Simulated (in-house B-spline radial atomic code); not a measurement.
## Ionising Ag7+ with different functionals

Computed with a B-spline radial code for spherical atoms: scalar-relativistic (spin-free X2C) Hamiltonian, Fermi nucleus of rms radius 4.5454 fm, spin-polarised at highest spin, spherical fractional occupations for the functionals, the average over the highest-spin determinants for Hartree-Fock. The ionisation energy is the difference of two self-consistent energies, [Kr] 4d4 → [Kr] 4d3, without Breit or QED terms; ε is the level of the shell that loses the electron (its least bound occupied spin orbital). There is no spin-orbit coupling in this Hamiltonian.

Hybrids are left out here: with spherical fractional occupations of an open shell their exact exchange keeps a self-interaction that integer-occupation calculations don't have.

```csv
method,rung,ΔSCF (eV),-ε(4d) (eV)
Hartree-Fock,Hartree-Fock,125.61,126.51
LDA VWN5,LDA,?,?
LDA PW92,LDA,126.46,116.61
LDA exchange-only,LDA,124.85,115.04
PBE,GGA,?,?
PBEsol,GGA,126.39,116.55
BLYP,GGA,126.17,116.31
RPBE,GGA,126.45,116.60
PW91,GGA,126.54,116.70
BP86,GGA,126.45,116.60
AM05,GGA,126.36,116.50
OLYP,GGA,126.99,117.10
TPSS,meta-GGA,126.45,116.63
SCAN,meta-GGA,126.87,117.15
r2SCAN,meta-GGA,126.94,117.22
revTPSS,meta-GGA,126.40,116.58
```

Problem. What does PBE give?

Solution. ΔSCF 126.46 eV, and -ε(4d) = 116.62 eV.

Problem. What does LDA VWN5 give?

Solution. ΔSCF 126.47 eV, and -ε(4d) = 116.62 eV.

Problem. How do they compare with the NIST value?

Solution. NIST lists 125 eV ± 2.1 (tabulated theory, ground level to ground level). Errors run from -0.15 to +1.99 eV; all lie within about twice that uncertainty, so the table can't rank the methods. Hartree-Fock also lacks correlation.
